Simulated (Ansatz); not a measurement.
Ideal-gas functions of F3H2Si2, SMILES `F[Si](F)(F)[SiH2]` radical at 500 K and 1 bar, from an Ansatz frequency run at PBE0-D4/def2-TZVP.

Molar mass 115.18 g/mol, point group Cs (symmetry number 1), electronic degeneracy 2, moments of inertia 126.255, 236.175, 239.676 u Å². Harmonic wavenumbers (cm⁻¹, unscaled): 88, 154, 155, 304, 305, 310, 481, 503, 525, 842, 913, 961, 969, 2227, 2255.

Use S(trans) = R[1.5 ln M + 2.5 ln T − 1.1517]; rotational temperatures θ = 24.2544 K / I; S(rot) = R[ln(√π/σ · √(T³/θAθBθC)) + 1.5]; for each mode x = 1.438777 ν̃/T, S = R[x/(eˣ − 1) − ln(1 − e⁻ˣ)] and H = RT x/(eˣ − 1); 1 cm⁻¹ = 0.0119627 kJ/mol; R = 8.31446 J/(mol·K).

Problem. By hand: the entropy, in J/(mol·K).

Solution. Translation 178.8. Rotation: θ = 0.1921, 0.1027, 0.1012 K, giving 120.6. Vibration, mode by mode: 19.76, 15.15, 15.10, 9.69, 9.66, 9.53, 6.25, 5.93, 5.63, 2.73, 2.33, 2.09, 2.05, 0.10, 0.09, in all 106.1. Electronic 5.8. Sum 411.3 J/(mol·K).

Problem. By hand: H − E and G − E in kJ/mol, counted from the electronic energy.

Solution. Zero-point energy ½ × 10992 × 0.0119627 = 65.7; thermal vibration 27.0; translation, rotation and pV give 4 RT = 16.6. H − E = 109.3 kJ/mol, and G − E = 109.3 − 500 × 411.3/1000 = -96.3 kJ/mol.

Vibration gives 26 % of the entropy, 19.8 J/(mol·K) of it from the mode under 150 cm⁻¹: soft modes count most, and the harmonic formula is weakest for them.
